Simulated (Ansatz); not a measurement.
sulfur trioxide (O3S), singlet, geometry from GFN2-xTB; Ansatz (a first-principles code) with PBE/6-31G**.

Input for Ansatz:
Ansatz 0.2 input:
```yaml
crystal:
  periodic: [false, false, false]
  atoms:
    - {symbol: O, position_ang: [-0.69178694, -1.23678958, -0.04601210]}
    - {symbol: S, position_ang: [-0.00000000, 0.00000000, -0.00000000]}
    - {symbol: O, position_ang: [-0.72514024, 1.21840142, -0.00209182]}
    - {symbol: O, position_ang: [1.41692719, 0.01838817, 0.04810392]}
basis:
  gaussian:
    orbitals: 6-31G__.json
hamiltonian:
  xc: pbe
```
The basis file holds 6-31G** in the JSON format of the Basis Set Exchange.

### Question
Write the output that Ansatz gives for this input, abridged.

### Answer

```
Functional definition: PBE
615 factors; their error is unknown
mean field evaluation 1: about -16951.2718 eV, gradient 8.3e1 eV
mean field evaluation 2: about -16917.4398 eV, gradient 1.6e2 eV
mean field evaluation 4: about -16962.7572 eV, gradient 4.1e0 eV
mean field evaluation 8: about -16962.7625 eV, gradient 5.8e-2 eV
mean field -16962.76252430 eV, -623.3700249946 hartree, gradient 2.0e-5 eV, S^2 0.000000; 0 other end points of the search recorded, 0 dependent functions left out
reference -16962.76254140 eV, -623.3700256232 hartree; 20, 20 occupied and 44, 44 virtual orbitals, 615 factors
Total energy: -16962.76254140 eV, -623.3700256232 hartree
```
